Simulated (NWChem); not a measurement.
System: CH3Zn, doublet; SMILES [CH3][Zn]

Input file for NWChem:

```
start job
memory heap 200 mb stack 700 mb global 900 mb
geometry units angstroms noautoz
  Zn     0.000000     0.000000    -0.396020
  C      0.000000     0.000000     1.621075
  H      0.735274     0.735274     1.983280
  H      0.269129    -1.004403     1.983280
  H     -1.004403     0.269129     1.983280
end
basis spherical
  Zn library 6-31g*
  C library 6-31g*
  H library 6-31g*
end
dft
  odft
  mult 2
  xc hfexch
  iterations 150
  mulliken
end
task dft energy
```

In the optimisation the excess spin sits in a1 (C3v, its own frame). Structure relaxed at the PBE0/def2-SVP, spin-unrestricted level. This spin state was assumed; another may lie lower. No stability test was run on the SCF state.

Q: Predict the main results of this run. (UHF/6-31G* (spherical d).) Quantities: energy (Ha); highest occupied level (eV); lowest empty minus highest occupied level, either spin (eV); dipole (D); <S²>.

A: 
| Item | Value |
|---|---|
| energy (Ha) | -1817.06 |
| highest occupied level (eV) | -7.10 |
| lowest empty minus highest occupied level, either spin (eV) | 8.28 |
| dipole (D) | 0.18 |
| <S²> | 0.768 |
